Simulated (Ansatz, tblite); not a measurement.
Cost and result up the ladder for Hf2O4 (6 atoms). Charge 0, multiplicity 1. Geometry: r2SCAN-D4/def2-SVP.

```xyz
6

Hf   -0.338   -1.349   -0.535
Hf    0.338    1.349    0.535
O     0.687   -0.553    0.958
O    -0.688    0.552   -0.958
O     0.848   -1.942   -1.728
O    -0.847    1.943    1.728
```

Ansatz on 4 threads of Arm Neoverse V2 on a shared host; xTB runs through tblite on one thread. Times are rough, summed over both states, and most runs start from the orbitals of an earlier one. B2PLYP/def2-TZVP serves as the yardstick here, not as an exact answer. The other state is a quintet at its own geometry.

In the def2 sets Hf takes a core potential; there is no spin–orbit coupling. The xTB rows come from tblite. LC-ωPBE has ω = 0.4 bohr⁻¹. Correlated methods freeze 4 core orbitals; core or outer-core shells of Hf are correlated, in sets that lack core-valence functions. The structure comes from a short search, and lower isomers may exist.

Second-order perturbation terms are unreliable where d shells bring near-degenerate states, and here B2PLYP/def2-TZVP lies more than 0.4 eV from the median of the functionals without such a term.

Correlated methods converge slowly with the basis.

xTB has no spin-polarisation term.

```
                          level  functions  wall time  quintet − singlet (eV)  difference from B2PLYP/def2-TZVP (eV)                                   remarks
                       GFN1-xTB         34     0.01 s                    7.41                                   2.06                                         –
                       GFN2-xTB         34    0.013 s                    6.70                                   1.35                                         –
               PBE-D4/def2-TZVP        204       11 s                    5.59                                   0.24                                         –
              LC-ωPBE/def2-TZVP        204       16 s                    4.73                                  -0.62                                         –
PBE0-D4/def2-TZVP (with forces)        204       19 s                    4.88                                  -0.47                                         –
               B2PLYP/def2-TZVP        204       22 s                    5.35                                   0.00  test for broken spin undecided (singlet)
```
